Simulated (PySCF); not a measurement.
NMR data simulated for an unnamed compound:

1H NMR (500 MHz, computed): δ 5.52 (m, 1H), 5.11 (m, 1H), 4.34 (m, 1H), 2.15 (d, 1H), 1.77 (s, 3H).

13C{1H} NMR (computed): δ 234.1 (C), 129.5 (C), 87.0 (CH), 79.1 (C), 69.5 (CH), 21.4 (CH3), 14.7 (C).

One conformer, no solvent model, equivalent nuclei averaged, non-relativistic Hamiltonian. Geometry: GFN2-xTB; PBE0/pcSseg-1 with gauge-including orbitals; PySCF 2.14.

Referencing at the same level of theory: 1H (σref 31.72), 13C (σref 186.93) against TMS.

Task: Which of these does the molecule contain: a nitrile, a non-aromatic C=C double bond, a Si–CH3 group, a tert-butyl group, a C≡C triple bond, a Si–H bond?

Result: 
- A nitrile: yes (δC 129.5).
- A non-aromatic C=C double bond: no.
- A Si–CH3 group: no.
- A tert-butyl group: no.
- A C≡C triple bond: yes (δC 87.0, 79.1; δH 2.15 (d)).
- A Si–H bond: yes (δH 5.11 (m), 5.52 (m)).

The data belong to SMILES C#C[C@@H]1C(=O)[SiH2][C@@]1(C)C#N, C7H7NOSi; they needn't prove each group on their own.

Carbon signals by region: 1 in the far downfield region (above 160 ppm), 1 in the sp2 and nitrile region (100–160 ppm), 3 at 50–100 ppm, 2 below 50 ppm. Above 160 ppm: 234.1, carbonyl carbon.

Shifts are as computed. Against solution values, carbons near 30 ppm lie about +3 ppm off and those near 130 ppm about +5 ppm. Of 1211 compounds with measured shifts, 218 miss one by over three times the rms of a fit or turn the order of signals round; such compounds aren't used in these exercises. Multiplicities follow the n + 1 count of equivalent neighbours, as no J values were calculated; m marks all less simple cases, F and P coupling included.
